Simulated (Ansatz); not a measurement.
`FC[SiH](F)F` → `[CH]F` + `F[SiH2]F` at 298.15 K and 1 bar (formal loss of a carbene).

Program: Ansatz. Geometries: PBE0-D4/def2-TZVP. ΔE: electronic, gas phase. CCSD(T)/CBS is the MP2 limit (def2-TZVPP, def2-QZVPP) plus CCSD(T) − MP2 in def2-TZVPP, frozen cores. This one scheme is used for every species. Each species was taken in one conformer, which may not be the lowest.

| species | CCSD(T)/CBS energy (Eh) | H − E (kJ/mol) | S (J/(mol·K)) |
| --- | --- | --- | --- |
| `FC[SiH](F)F` | -628.43886 | 135.9 | 330.0 |
| `[CH]F` | -138.29972 | 42.7 | 223.2 |
| `F[SiH2]F` | -489.99391 | 72.3 | 262.5 |

H − E and S are ideal-gas, rigid-rotor, harmonic terms from PBE0-D4/def2-TZVP, for one conformer and one mirror image of each species. 1 Eh = 2625.50 kJ/mol, R = 8.31446 J/(mol·K).

Question: By hand: ΔE, ΔH, ΔS and ΔG.

Answer: ΔE = (-138.29972) + (-489.99391) − (-628.43886) = 0.14523 Eh = 381.3 kJ/mol. Δ(H − E) = 42.7 + 72.3 − 135.9 = -20.9, so ΔH = 360.4 kJ/mol. ΔS = 223.2 + 262.5 − 330.0 = 155.7 J/(mol·K). ΔG = 360.4 − 298.15 × (155.7)/1000 = 314.0 kJ/mol.

Question: By hand: the equilibrium constant, and the temperature at which ΔG would vanish if ΔH and ΔS stayed fixed.

Answer: log₁₀ K = −ΔG/(RT ln 10) = -55.0. ΔG = 0 at ΔH/ΔS = 2315 K.

The number of gas molecules changes by +1, which sets the sign of ΔS. A doubt of 5 kJ/mol in ΔE shifts log₁₀ K by 0.9 here. Other conformers and mirror images would add mixing entropy, several J/(mol·K) or more a flexible species. These are equilibria of isolated gas molecules and say nothing of rates. Largest T1 diagnostic: 0.018 (customary marks: 0.02 for closed shells, 0.045 for open ones).
